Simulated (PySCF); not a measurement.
# ¹⁹F chemical shifts

[PySCF 2.14: σ from GIAO-PBE0/pcSseg-1; geometry: GFN2-xTB; one conformer; averaged over atoms made equivalent by symmetry, fast rotation or ring inversion; gas phase; no relativistic terms]

Shieldings were converted by a linear fit to measured shifts: ¹⁹F: δ = 146.13 − 0.903σ +14.6 on sp3 carbon (rms 6.0 ppm, 223 shifts, 7.0 ppm with the 5 outliers that the fit left out vs CFCl3, solution or neat liquid). Occasional misses reach two or three times the rms, and more in compound classes unlike the fitted ones.

Q: Give the ¹⁹F shifts of `F[C@@H]1[C@H]2CC[C@]1(F)CC2`, `C/C=C1/CC[C@@H]1C(F)F`, `FC(F)(F)[SiH2]CC[SiH3]`, `F[C@@H]1CC=C[C@@H](F)C1`, `CCC1=C(C(F)F)C1`, `F[C@@H]1[C@@H]2C[C@@H]2C[C@H]1F`.

A: 
```json
{"compound": "[F:1][C@@H:2]1[C@H:3]2[CH2:4][CH2:5][C@:6]1([F:7])[CH2:8][CH2:9]2", "environment": "F7: fluorine on an sp3 carbon", "δ (ppm)": "-191.5"}
{"compound": "[F:1][C@@H:2]1[C@H:3]2[CH2:4][CH2:5][C@:6]1([F:7])[CH2:8][CH2:9]2", "environment": "F1: fluorine on an sp3 carbon", "δ (ppm)": "-208.2"}
{"compound": "[CH3:1]/[CH:2]=[C:3]1/[CH2:4][CH2:5][C@@H:6]1[CH:7]([F:8])[F:9]", "environment": "F8: fluorine of a CF2 group", "δ (ppm)": "-112.9"}
{"compound": "[CH3:1]/[CH:2]=[C:3]1/[CH2:4][CH2:5][C@@H:6]1[CH:7]([F:8])[F:9]", "environment": "F9: fluorine of a CF2 group", "δ (ppm)": "-117.9"}
{"compound": "FC(F)(F)[SiH2]CC[SiH3]", "environment": "fluorine of a CF3 group (×3)", "δ (ppm)": "-59.2"}
{"compound": "[F:1][C@@H:2]1[CH2:3][CH:4]=[CH:5][C@@H:6]([F:7])[CH2:8]1", "environment": "F7: fluorine on an sp3 carbon", "δ (ppm)": "-166.7"}
{"compound": "[F:1][C@@H:2]1[CH2:3][CH:4]=[CH:5][C@@H:6]([F:7])[CH2:8]1", "environment": "F1: fluorine on an sp3 carbon", "δ (ppm)": "-186.2"}
{"compound": "CCC1=C(C(F)F)C1", "environment": "fluorine of a CF2 group (×2)", "δ (ppm)": "-112.0"}
{"compound": "[F:1][C@@H:2]1[C@@H:3]2[CH2:4][C@@H:5]2[CH2:6][C@H:7]1[F:8]", "environment": "F8: fluorine on an sp3 carbon", "δ (ppm)": "-186.9"}
{"compound": "[F:1][C@@H:2]1[C@@H:3]2[CH2:4][C@@H:5]2[CH2:6][C@H:7]1[F:8]", "environment": "F1: fluorine on an sp3 carbon", "δ (ppm)": "-190.0"}
```
